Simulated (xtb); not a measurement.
Cl3Y, singlet, geometry from GFN2-xTB (such geometries of metal compounds can be far from the true shape).

Here is a job for xtb.
```
$ xtb mol.xyz --gfn 0 --gbsa methanol --json

# file mol.xyz
4

Y      0.23273299     0.60598762     0.37640734
Cl     1.71306890    -0.82911873    -0.86829729
Cl    -0.87640660    -1.25795858     1.42317771
Cl    -1.37057916     0.69687040    -1.41840315
```

### Question
What does this run give for the partial charges in atom order, total energy, HOMO-LUMO gap?

### Answer

| Quantity | Result |
|---|---|
| partial charges in atom order | Y1 0.84, Cl2 -0.28, Cl3 -0.28, Cl4 -0.28 |
| total energy | -14.1456 Eh |
| HOMO-LUMO gap | 4.81 eV |
